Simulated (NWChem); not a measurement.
MoHSO$_{2}$Cl; SMILES [Mo](=[O])(=[O])([SH])[Cl]

```xyz
6

Mo     0.2826    -0.0058     0.0079
O      1.2628    -0.0434    -1.3713
O      1.2568    -0.0016     1.3900
Cl    -1.0560     1.8378    -0.0420
S     -0.9595    -1.9850     0.0963
H     -1.0984    -2.0381    -1.2625
```
Atoms are numbered in this order, from 1.

Level: PBE-D3(BJ)/def2-SVP with def2 effective core potentials on Mo (NWChem), optimised geometry, unscaled harmonic frequencies. def2 effective core potentials on Mo; no spin-orbit coupling.

```json
[
 {"frequency (cm⁻¹)": "116", "IR intensity (km/mol)": "0.1"},
 {"frequency (cm⁻¹)": "161", "IR intensity (km/mol)": "2.3"},
 {"frequency (cm⁻¹)": "177", "IR intensity (km/mol)": "4.2"},
 {"frequency (cm⁻¹)": "219", "IR intensity (km/mol)": "3.8"},
 {"frequency (cm⁻¹)": "289", "IR intensity (km/mol)": "17.5"},
 {"frequency (cm⁻¹)": "313", "IR intensity (km/mol)": "0.9"},
 {"frequency (cm⁻¹)": "404", "IR intensity (km/mol)": "11.3"},
 {"frequency (cm⁻¹)": "426", "IR intensity (km/mol)": "68.3"},
 {"frequency (cm⁻¹)": "598", "IR intensity (km/mol)": "17.3"},
 {"frequency (cm⁻¹)": "990", "IR intensity (km/mol)": "126.2"},
 {"frequency (cm⁻¹)": "1007", "IR intensity (km/mol)": "81.9"},
 {"frequency (cm⁻¹)": "2595", "IR intensity (km/mol)": "8.5"}
]
```

```json
{
 "zero_point_energy": "10.4 kcal/mol",
 "thermal correction to the enthalpy at 298.15 K (with zero-point energy)": "15.4 kcal/mol",
 "heat capacity Cv": "21.5 cal/(mol K)",
 "entropy at 298.15 K and 1 atm (symmetry number 1)": "85.5 cal/(mol K)"
}
```

Rigid rotor and harmonic oscillator.
